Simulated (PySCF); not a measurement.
# How methods differ on the excitation energy of Re

Re [Xe] 4f14 5d5 6s2 (6S) → Re [Xe] 4f14 5d6 6s1 (6D), as a difference of total energies. All numbers are calculated (PySCF 2.14, the spin-free X2C one-electron Hamiltonian (Gaussian nucleus), in ANO-RCC-VTZP). The calculations carry no spin-orbit coupling.

```
method  excitation energy (cm⁻¹)  error (cm⁻¹)
   UHF                     14761          +572
PBEsol                     10113         -4077
  MN15                     11883         -2307
 B3LYP                     12086         -2104
```

Reference: 14190 cm⁻¹ (measured; NIST levels, between the centres of gravity of the two terms).
